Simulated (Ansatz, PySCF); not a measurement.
Reaction (SMILES): O[B]O -> O[B]O as singlet, charge -1 (an electron is taken up)
Structures are relaxed separately at B3LYP-D3(BJ)/def2-TZVP in Ansatz (a first-principles code), one conformer each, not searched for the lowest.

Quantity: adiabatic electron affinity (0 K, with B3LYP-D3(BJ) harmonic zero-point energies from PySCF), positive where the reaction releases energy, in eV. Correlated levels leave the core frozen unless marked. Open shells are spin-unrestricted. No spin-orbit coupling. No relativistic terms. Anions need diffuse functions: aug- sets have them; def2-D sets add few; the other sets have none. CBS marks a two-point X^-3 extrapolation of the correlation energy; Hartree-Fock from the larger set. The bracket is a focal-point correction in the basis named.

```
level                                                                 program  adiabatic electron affinity (eV)
-------------------------------------------------------------  --------------  --------------------------------
HF-D3(BJ)/def2-TZVPD                                            PySCF + dftd3                             -0.97
HF-D4/def2-TZVPD                                                PySCF + dftd4                             -0.93
PBE/def2-TZVPD                                                         Ansatz                              0.72
BLYP/def2-TZVPD                                                        Ansatz                              0.75
M06-L-D4/def2-TZVPD                                             PySCF + dftd4                              0.33
BHLYP/def2-TZVPD                                                       Ansatz                              0.27
TPSSh-D3(BJ)/def2-TZVPD                                         PySCF + dftd3                              0.50
r2SCANh/def2-TZVPD                                                     Ansatz                              0.36
r2SCAN0/def2-TZVPD                                                     Ansatz                              0.26
PW6B95-D4/def2-TZVPD                                            PySCF + dftd4                              0.61
CAM-B3LYP-D3(BJ)/def2-TZVPD                                    Ansatz + dftd3                              0.54
CAM-B3LYP-D4/def2-TZVPD                                        Ansatz + dftd4                              0.56
wB97M-V/def2-TZVPD                                                     Ansatz                              0.62
B2GP-PLYP/def2-TZVPD                                                   Ansatz                              0.51
MP2/STO-3G                                                             Ansatz                             -6.62
RI-MP2/cc-pVTZ                                                         Ansatz                             -0.06
RI-MP2/cc-pVQZ                                                         Ansatz                              0.18
CCSD/aug-cc-pVDZ                                                       Ansatz                              0.49
CCSD/cc-pwCVTZ                                                         Ansatz                             -0.03
CCSD(T)/aug-cc-pVDZ                                                    Ansatz                              0.66
RI-MP2/CBS(aug-cc-pVTZ,aug-cc-pVQZ)+[CCSD(T)-MP2]/aug-cc-pVTZ          Ansatz                              0.69
```
